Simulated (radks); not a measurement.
The numbers below are computed, except where a source is named.
Species: neutral praseodymium. Configuration: [Xe] 4f3 6s2. Level of theory: scalar-relativistic Kohn-Sham, LDA (Slater exchange, Perdew-Wang correlation), spin-polarised, spherical densities, point nucleus; open shells are filled with parallel spins first (spin-orbit coupling, left out, can overturn this in heavy ions); hard spherical wall at 4 bohr (a radial shooting solver on a logarithmic mesh with Libxc functionals).

Radial electron density D(r) = 4 pi r^2 rho(r):

```
   r/bohr * D(r) (the largest magnitude, 102, reaches the edge; | marks zero)
 0.002484 |      *
 0.002846 |       *
 0.003261 |         *
 0.003736 |           *
 0.004246 |              *
 0.004865 |                 *
 0.005574 |                    *
 0.006386 |                       *
 0.007258 |                          *
 0.008315 |                              *
 0.009526 |                                 *
  0.01091 |                                    *
   0.0125 |                                       *
  0.01421 |                                        *
  0.01628 |                                         *
  0.01865 |                                         *
  0.02137 |                                        *
  0.02429 |                                      *
  0.02783 |                                     *
  0.03188 |                                    *
  0.03653 |                                    *
  0.04185 |                                       *
  0.04756 |                                           *
  0.05449 |                                               *
  0.06243 |                                                    *
  0.07153 |                                                      *
  0.08129 |                                                     *
  0.09313 |                                                  *
   0.1067 |                                             *
   0.1222 |                                         *
   0.1401 |                                        *
   0.1592 |                                         *
   0.1824 |                                             *
   0.2089 |                                               *
   0.2394 |                                            *
   0.2721 |                                     *
   0.3117 |                            *
   0.3571 |                    *
   0.4091 |                 *
   0.4687 |                  *
   0.5327 |                   *
   0.6104 |                    *
   0.6993 |                 *
   0.8012 |             *
   0.9106 |         *
    1.043 |      *
    1.195 |     *
    1.369 |    *
    1.569 |   *
    1.783 |  *
    2.043 |  *
     2.34 | *
    2.681 | *
    3.047 |*
    3.491 *
```

D(r) has 4 maxima, at r = 0.0168, 0.0744, 0.209, 0.582 bohr, and minima at 0.0324, 0.138, 0.422 bohr, inside which lie 1.96, 11.16, 29.06 electrons.
